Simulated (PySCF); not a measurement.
In(F)2(tBu), SMILES C[C](C)(C)[In]([F])[F] (C4H9F2In) (GFN2-xTB optimised geometry):

```
16

In     0.826     0.921     0.000
F     -0.086     2.753     0.000
F      2.878     0.921     0.000
C     -0.982    -0.653    -0.108
C     -0.399    -2.002     0.199
C     -1.928    -0.120     0.927
C     -1.496    -0.504    -1.512
H     -1.191    -2.753     0.142
H      0.027    -2.032     1.202
H      0.375    -2.273    -0.520
H     -1.528    -0.245     1.933
H     -2.127     0.938     0.753
H     -2.878    -0.654     0.863
H     -1.758     0.534    -1.716
H     -0.759    -0.838    -2.243
H     -2.397    -1.110    -1.633
```

Level of theory: PBE0/def2-TZVP, def2 effective core potentials past Kr run with PySCF.

Problem. What are the frontier orbital energies and the dipole moment?

Solution. HOMO-2 -9.62 eV, HOMO-1 -9.56 eV, HOMO -7.47 eV, LUMO -2.58 eV, LUMO+1 -1.31 eV; dipole moment 5.85 D.

On the same geometry PBE/def2-TZVP, def2 effective core potentials past Kr run with PySCF 2.14.0 gives HOMO-2 -7.68 eV, HOMO-1 -7.61 eV, HOMO -6.42 eV, LUMO -3.39 eV, LUMO+1 -1.99 eV; dipole moment 5.73 D.
